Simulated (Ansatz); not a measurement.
`O[SiH2][SiH2]O[SiH3]` + NH₃ → `N[SiH2]O[SiH3]` + `O[SiH3]`  (cleavage of the Si–Si bond)

Program: Ansatz. Geometries: PBE0-D4/def2-TZVP. ΔE: electronic, gas phase. CCSD(T)/CBS is the MP2 limit (def2-TZVPP, def2-QZVPP) plus CCSD(T) − MP2 in def2-TZVPP, frozen cores. This one scheme is used for every species. Functionals use def2-TZVPP. Each species was taken in one conformer, which may not be the lowest.

Is it downhill or uphill in electronic energy at CCSD(T)/CBS, and by how much? (Best estimate.)

Computed: Downhill: ΔE = -80.3 kJ/mol.

What do these levels give: BHLYP-D4, ωB97X-V, ωB97M-V, PBE, revPBE, r2SCAN, PBE0, r2SCANh, BHLYP, LC-ωPBE, RPA@PBE/def2-TZVPP, MP2/CBS(def2)? (Best estimate.)

The calculation gave: BHLYP-D4 -84.0, ωB97X-V -78.6, ωB97M-V -85.1, PBE -63.5, revPBE -63.5, r2SCAN -77.0, PBE0 -71.4, r2SCANh -78.9, BHLYP -93.2, LC-ωPBE -80.3, RPA@PBE/def2-TZVPP -80.7, MP2/CBS(def2) -88.5 kJ/mol.

Largest T1 diagnostic among the species: 0.012.

Leaving LDA and LC-ωPBE aside and taking each functional with its dispersion term where it has one, the values, not all of them listed here, spread over 29.1 kJ/mol, from B2PLYP to revPBE-D4. LDA lies −4.0 kJ/mol from PBE without D4. From BLYP to BHLYP (50 % exact exchange), in def2-TZVPP and without D4, ΔE moves by −14.4 kJ/mol.
